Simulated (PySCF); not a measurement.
Species: C5H13PSi2.
SMILES with atom numbers: `[CH3:1][P:2]1[CH2:3][CH2:4][C:5]([SiH3:6])=[C:7]1[SiH3:8]` (hydrogens: H9, H10, H11 on C1; H12, H13 on C3; H14, H15 on C4; H16, H17, H18 on Si6; H19, H20, H21 on Si8)

The same species was optimised twice, with GFN2-xTB and with PBE0-D3(BJ)/def2-SVP (PySCF), and the same property calculations (PySCF, gas phase) were run on both structures.

| coordinate | GFN2-xTB | PBE0-D3(BJ)/def2-SVP | change |
| --- | --- | --- | --- |
| C5=C7 (Å) | 1.338 | 1.354 | +0.016 |
| P2–C7 (Å) | 1.842 | 1.853 | +0.011 |
| C4–C5 (Å) | 1.508 | 1.516 | +0.008 |
| C5–Si6 (Å) | 1.886 | 1.879 | -0.007 |
| P2–C3 (Å) | 1.867 | 1.865 | -0.002 |
| C1–P2 (Å) | 1.860 | 1.858 | -0.002 |
| C3–C4 (Å) | 1.530 | 1.529 | -0.001 |
| C7–Si8 (Å) | 1.879 | 1.878 | -0.001 |
| C1–P2–C3 (°) | 99.1 | 101.6 | +2.5 |
| C1–P2–C7 (°) | 96.4 | 98.3 | +1.9 |
| P2–C7–Si8 (°) | 117.2 | 118.8 | +1.6 |
| C4–C5–Si6 (°) | 117.8 | 119.0 | +1.2 |
| C5–C7–Si8 (°) | 129.3 | 128.4 | -0.9 |
| Si6–C5–C7 (°) | 126.1 | 125.3 | -0.8 |
| P2–C7–C5 (°) | 113.5 | 112.8 | -0.7 |
| C3–C4–C5 (°) | 108.9 | 108.3 | -0.6 |

Rotational constants: A = 1435, B = 1006, C = 680.4 MHz (GFN2-xTB) against A = 1439, B = 990.3, C = 670.3 MHz (PBE0-D3(BJ)/def2-SVP). Point groups within 0.08 Å: C1 and C1. Atoms that the bonding makes alike are paired by their places after alignment.

On the GFN2-xTB structure: HOMO (eV) -6.54 [PBE0/pcSseg-1]; LUMO (eV) -0.94 [PBE0/pcSseg-1]; dipole (D) 1.65 [PBE0/pcSseg-1]; GIAO shielding of C1 (ppm) 170.6 [PBE0/pcSseg-1]; GIAO shielding of P2 (ppm) 315.9 [PBE0/pcSseg-1]; GIAO shielding of C3 (ppm) 157.8 [PBE0/pcSseg-1]; GIAO shielding of C4 (ppm) 136.7 [PBE0/pcSseg-1]; GIAO shielding of C5 (ppm) 21.5 [PBE0/pcSseg-1]; GIAO shielding of Si6 (ppm) 433.5 [PBE0/pcSseg-1]; GIAO shielding of C7 (ppm) 24.5 [PBE0/pcSseg-1]; GIAO shielding of Si8 (ppm) 434.2 [PBE0/pcSseg-1].

Task: What do these properties become on the PBE0-D3(BJ)/def2-SVP structure?

Result: 
```json
{"property": "HOMO (eV)", "level": "PBE0/pcSseg-1", "on GFN2-xTB": "-6.54", "on PBE0-D3(BJ)/def2-SVP": "-6.53", "change": "+0.01"}
{"property": "LUMO (eV)", "level": "PBE0/pcSseg-1", "on GFN2-xTB": "-0.94", "on PBE0-D3(BJ)/def2-SVP": "-1.17", "change": "-0.23"}
{"property": "dipole (D)", "level": "PBE0/pcSseg-1", "on GFN2-xTB": "1.65", "on PBE0-D3(BJ)/def2-SVP": "1.87", "change": "+0.22"}
{"property": "energy, GFN2-xTB geometry as zero (kcal/mol)", "level": "PBE0/pcSseg-1", "on GFN2-xTB": "0.0", "on PBE0-D3(BJ)/def2-SVP": "-1.7", "change": "-1.7"}
{"property": "GIAO shielding of C1 (ppm)", "level": "PBE0/pcSseg-1", "on GFN2-xTB": "170.6", "on PBE0-D3(BJ)/def2-SVP": "172.5", "change": "+1.9"}
{"property": "GIAO shielding of P2 (ppm)", "level": "PBE0/pcSseg-1", "on GFN2-xTB": "315.9", "on PBE0-D3(BJ)/def2-SVP": "308.1", "change": "-7.8"}
{"property": "GIAO shielding of C3 (ppm)", "level": "PBE0/pcSseg-1", "on GFN2-xTB": "157.8", "on PBE0-D3(BJ)/def2-SVP": "157.3", "change": "-0.5"}
{"property": "GIAO shielding of C4 (ppm)", "level": "PBE0/pcSseg-1", "on GFN2-xTB": "136.7", "on PBE0-D3(BJ)/def2-SVP": "138.6", "change": "+1.9"}
{"property": "GIAO shielding of C5 (ppm)", "level": "PBE0/pcSseg-1", "on GFN2-xTB": "21.5", "on PBE0-D3(BJ)/def2-SVP": "15.1", "change": "-6.4"}
{"property": "GIAO shielding of Si6 (ppm)", "level": "PBE0/pcSseg-1", "on GFN2-xTB": "433.5", "on PBE0-D3(BJ)/def2-SVP": "430.4", "change": "-3.1"}
{"property": "GIAO shielding of C7 (ppm)", "level": "PBE0/pcSseg-1", "on GFN2-xTB": "24.5", "on PBE0-D3(BJ)/def2-SVP": "21.9", "change": "-2.6"}
{"property": "GIAO shielding of Si8 (ppm)", "level": "PBE0/pcSseg-1", "on GFN2-xTB": "434.2", "on PBE0-D3(BJ)/def2-SVP": "430.9", "change": "-3.3"}
```

The heavy atoms differ by 0.054 Å rms after alignment (one structure mirrored). Among the bonds compared C5=C7 changes most (+0.016 Å). Changes are differences of the printed values. Neither structure is proved a minimum here.
